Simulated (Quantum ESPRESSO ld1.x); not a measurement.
Q: He+, 1 electrons, occupied as 1s1. Calculated with ld1.x of Quantum ESPRESSO 7.5: non-relativistic Kohn-Sham, exchange-only B88, spin-unpolarised, spherical densities, point nucleus; without spin polarisation the odd electron is poorly described. Some entries of the table are withheld. Estimate them.

orbital,occ.,eigenvalue (hartree),<r> (bohr),r(max) (bohr)
1s,1,(1),0.7835,0.5053
2s,0,(2),(3),3.149
2p,0,(4),3.512,(5)

A: 
(1) 1s eigenvalue (hartree): -1.41859
(2) 2s eigenvalue (hartree): -0.21904
(3) 2s <r> (bohr): 3.758
(4) 2p eigenvalue (hartree): -0.18457
(5) 2p r(max) (bohr): 2.739
